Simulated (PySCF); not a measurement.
Coordinates in bohr (charge 1 multiplicity 1):
```
Cr    0.0000    0.0000    0.0516
F     0.0000    0.0000    3.0839
F     3.0104    0.0000   -0.8037
F     0.0000    3.0104   -0.8037
F    -3.0104    0.0000   -0.8037
F     0.0000   -3.0104   -0.8037
```

Method: PBE0 in PySCF with Cr def2-SVP, F def2-SVP; no relativity; density-fitted integrals.

This geometry of [CrF5]+ is a stationary point at this level.

Task: What is the point group?

Result: C4v.

Task: Is it a minimum?

Result: Yes: all harmonic wavenumbers are real, though the softest, 57 cm⁻¹, leaves little margin.

Task: List the harmonic modes with their infrared intensities.

Result: 
| symmetry | ω (cm⁻¹) | IR (km/mol, summed over degenerate members) | type |
| --- | --- | --- | --- |
| b1 | 57 | 0.0 | bend |
| e | 264 | 0.6 | bend |
| e | 349 | 53.8 | bend |
| a1 | 354 | 9.7 | bend |
| b2 | 486 | 0.0 | bend |
| b1 | 645 | 0.0 | stretch |
| a1 | 793 | 0.9 | stretch |
| e | 853 | 326 | stretch |
| a1 | 957 | 107 | stretch |

Task: Give the ideal-gas entropy at 298.15 K and 1 bar by parts.

Result: translation 171.1, rotation 101.1, vibration 54.6, spin 0.0; total 326.8 J/(mol K).

In C4v the vibrations span 2b1 + 3e + 3a1 + b2. The b1, b2 modes carry no infrared intensity, as symmetry demands.

Only a few start shapes were tried, so a lower isomer may exist.
